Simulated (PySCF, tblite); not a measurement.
Compound: C4H10NPSi2.
Numbering: `[CH3:1][n:2]1[cH:3][p:4][c:5]([SiH3:6])[c:7]1[SiH3:8]` (hydrogens: H9, H10, H11 on C1; H12 on C3; H13, H14, H15 on Si6; H16, H17, H18 on Si8)

Cartesian coordinates in Å at the GFN2-xTB level; atoms count from 1:
```
atom  x, y, z in Å
C1    -2.2984    0.4952    0.7119
N2    -1.2313   -0.3954    0.3437
C3    -1.3891   -1.7342    0.2911
P4     0.0202   -2.5809   -0.1982
C5     0.8544   -1.0243   -0.3325
Si6    2.6453   -0.9236   -0.8842
C7     0.0211    0.0260    0.0007
Si8    0.4586    1.8492    0.0315
H9    -2.5210    1.1849   -0.1047
H10   -2.0267    1.0789    1.5932
H11   -3.1925   -0.0845    0.9361
H12   -2.3432   -2.1627    0.5469
H13    2.7554   -0.0880   -2.0864
H14    3.1072   -2.2790   -1.1848
H15    3.4706   -0.3430    0.1816
H16   -0.4185    2.5774   -0.8965
H17    1.8548    2.0295   -0.3430
H18    0.2243    2.3809    1.3819
```

Computed with PBE0/pcSseg-1 in PySCF (dipole) on a GFN2-xTB geometry, gas phase.

Take the most abundant isotopes and a rigid rotor. 

Problem. Give the principal moments of inertia and the rotational constants in MHz.

Solution. Ia = 358.71, Ib = 427.92, Ic = 771.95 u·Å²; 505379 MHz·u·Å²/I gives A = 1409, B = 1181, C = 654.7 MHz.

Problem. Classify the top.

Solution. An asymmetric top. Ray's parameter κ = (2B − A − C)/(A − C) = 0.396; −1 is the prolate and +1 the oblate limit.

Problem. Is it planar, by Δ = Ic − Ia − Ib?

Solution. Not planar: Δ = Ic − Ia − Ib = -14.68 u·Å². For a rigid frame Δ = −2 Σ m c², so Σ m c² = 7.34 u·Å² lies off the ab plane: 7.31 from hydrogen and 0.02 from heavier atoms. The atom farthest from that plane is 1.20 Å away.

Problem. Give the other two planar moments, Paa and Pbb, and the rms extents of the mass along the axes.

Solution. Paa = Σ m a² = (Ib + Ic − Ia)/2 = 420.58 and Pbb = Σ m b² = (Ia + Ic − Ib)/2 = 351.37 u·Å². With the mass M = 159.01 u, the rms extents √(P/M) along a, b and c are 1.63, 1.49, 0.21 Å.

Problem. Which lines would a microwave search look for?

Solution. The dipole components are |μa| = 3.84 D, |μb| = 0.62 D, |μc| = 0.04 D. Intensities carry the squares of the components, which stand as 1.00 : 0.03 : 0.00 (a : b : c). Some lines, for components of 0.1 D or more:

```tsv
type	branch	J(Ka,Kc)	MHz	lower level (cm⁻¹)
a	Q	2(2,0) ← 2(2,1)	358	0.249
b	Q	1(1,0) ← 1(0,1)	754	0.061
b	Q	2(2,0) ← 2(1,1)	1042	0.226
b	Q	3(2,1) ← 3(1,2)	1555	0.424
a	Q	2(1,1) ← 2(1,2)	1579	0.174
b	Q	2(1,1) ← 2(0,2)	1638	0.172
b	Q	4(4,0) ← 4(3,1)	2304	0.811
b	Q	3(1,2) ← 3(0,3)	2970	0.325
b	R	2(0,2) ← 1(1,1)	3086	0.069
a	R	2(1,2) ← 1(1,1)	3145	0.069
b	Q	3(2,2) ← 3(1,3)	3235	0.325
a	R	2(0,2) ← 1(0,1)	3313	0.061
b	R	2(1,2) ← 1(0,1)	3373	0.061
b	Q	4(1,3) ← 4(0,4)	4335	0.521
a	R	3(1,3) ← 2(1,2)	4535	0.174
b	R	3(1,3) ← 2(0,2)	4594	0.172
b	R	2(2,1) ← 1(1,0)	4881	0.086
b	R	3(1,2) ← 2(2,1)	5232	0.249
a	R	3(2,2) ← 2(2,1)	5507	0.249
a	R	4(1,4) ← 3(1,3)	5864	0.325
b	R	4(1,4) ← 3(0,3)	5874	0.325
b	R	4(1,3) ← 3(2,2)	6962	0.433
a	R	4(2,3) ← 3(2,2)	7030	0.433
b	R	3(3,1) ← 2(2,0)	7787	0.261
b	R	3(3,0) ← 2(2,1)	8343	0.249
a	R	4(3,1) ← 3(3,0)	8501	0.528
b	R	4(4,1) ← 3(3,0)	10712	0.528
b	R	4(3,1) ← 3(2,2)	11337	0.433
```

Its GFN2-xTB frequencies are all real (lowest 39 cm⁻¹). These are rigid-rotor constants of the computed structure; measured ground-state constants (B0) also hold zero-point vibration. A rigid rotor knows nothing of internal rotation, which can split or shift real lines. Quadrupole hyperfine structure (14N) is left out.
